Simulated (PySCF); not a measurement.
Delta-SCF ions had no search for a lower state. Excitations are Tamm–Dancoff values on a coarser integration grid. The basis has no diffuse functions, so Rydberg states are missing or too high.

Cartesian coordinates (Å):
```xyz
18

B     -2.5106     1.1405     1.0342
C     -1.2789     0.4656     0.3924
C      0.0027     0.7598     0.8830
C      1.1584     0.1746     0.3373
C      2.5366     0.3479     0.6985
C      3.3765    -0.4021    -0.0748
S      2.5450    -1.3500    -1.2735
C      1.0062    -0.7410    -0.7440
C     -0.2498    -1.0654    -1.2668
C     -1.3798    -0.4650    -0.7005
C     -2.6564    -0.8106    -1.2502
N     -3.6751    -1.1185    -1.7262
H     -3.6256     0.9127     0.6398
H     -2.3353     1.9108     1.9485
H      0.0995     1.4655     1.7140
H      2.8787     1.0044     1.5008
H      4.4642    -0.4607    -0.0165
H     -0.3562    -1.7686    -2.0962
```
Charge 0, multiplicity 1.

Problem. Estimate the S1–T1 gap (TDA), vertical ionisation energy (Delta-SCF), HOMO, T1 excitation (TDA), total energy, S1 oscillator strength, dipole moment and HOMO–LUMO gap that PBE-D3(BJ)/def2-TZVP // r2SCAN-D4/def2-SVP (PySCF 2.14.0) returns for this input.

Solution. 
The S1–T1 gap (TDA) is 0.55 eV. The vertical ionisation energy (Delta-SCF) comes out as 8.49 eV and the HOMO is -6.21 eV. The T1 excitation (TDA) is 2.70 eV, the total energy comes out as -22417.06 eV and the S1 oscillator strength comes out as 0.055. The dipole moment comes out as 6.51 D and the HOMO–LUMO gap is 2.87 eV.
